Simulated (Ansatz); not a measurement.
[AlCl6]3- (AlCl6³⁻). Total charge -3; singlet. Geometry PBE-D4/def2-SVPD; atoms count from 1.

```tsv
atom	x (Å)	y (Å)	z (Å)
Al1	0.000	0.000	0.000
Cl2	-0.976	-0.371	-2.202
Cl3	0.976	0.371	2.202
Cl4	-1.971	-0.988	1.040
Cl5	1.971	0.988	-1.040
Cl6	-1.050	2.197	0.096
Cl7	1.051	-2.197	-0.096
```

A multiply charged anion in the gas phase is held together partly by the finite basis. The highest occupied level of the charge -3 singlet lies above zero (up to 3.89 eV). The electron is either unbound and held by the finite basis, or the level is raised by self-interaction error.

Estimate the Mulliken populations from the PBE0/def2-TZVPD orbitals of Ansatz.


| atom | charge (e) |
| --- | --- |
| Al1 | 1.21 |
| Cl2 | -0.70 |
| Cl3 | -0.70 |
| Cl4 | -0.70 |
| Cl5 | -0.70 |
| Cl6 | -0.70 |
| Cl7 | -0.70 |
Mulliken values depend strongly on the basis. With diffuse functions, as here, like atoms can get unlike values, and bond orders can come out too low or too high.

And the Mayer bond orders between heavy atoms (over 0.3)?

Al1–Cl2 0.50 (2.44 Å); Al1–Cl3 0.50 (2.44 Å); Al1–Cl4 0.50 (2.44 Å); Al1–Cl5 0.50 (2.44 Å); Al1–Cl6 0.50 (2.44 Å); Al1–Cl7 0.50 (2.44 Å).
